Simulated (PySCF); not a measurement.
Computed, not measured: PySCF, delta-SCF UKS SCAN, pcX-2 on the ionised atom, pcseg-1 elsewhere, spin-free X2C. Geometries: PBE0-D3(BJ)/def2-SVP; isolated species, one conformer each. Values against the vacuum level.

Question: Order these sites by rising C 1s binding energy.
A. Carbon in `Br[Si@H]([GeH2][GeH3])C#N`
B. C6 in `[CH3:1][CH2:2][O:3][c:4]1[cH:5][cH:6][cH:7][n:8][cH:9]1`
C. C3 in `[O:1]=[CH:2][CH:3]1[CH2:4][CH2:5][CH2:6][CH2:7]1`
D. C2 in `[CH:1]#[C:2][AlH2-:3][AsH3+:4]`

Answer: D (289.45 eV), B (290.47 eV), C (290.82 eV), A (291.78 eV).

The highest is bonded to N (triple bond) and Si, the lowest to C (triple bond) and Al; the range is 2.33 eV.

Question: Order these sites by rising N 1s binding energy.
A. Nitrogen in `N#C[Si@H](Br)[GeH2][GeH3]`
B. Nitrogen in `CCOC1=CC=CN=C1`
C. Nitrogen in `FN(F)F`

Answer: B (404.41 eV), A (405.18 eV), C (414.31 eV).

From the lowest up, the atoms are bonded to: 2 C (aromatic in the SMILES) (404.41); C (triple bond) (405.18); 3 F (414.31).

1 of these hole states is spin-contaminated (⟨S²⟩ 0.88, against 0.75; counted from 0.85) and less certain.
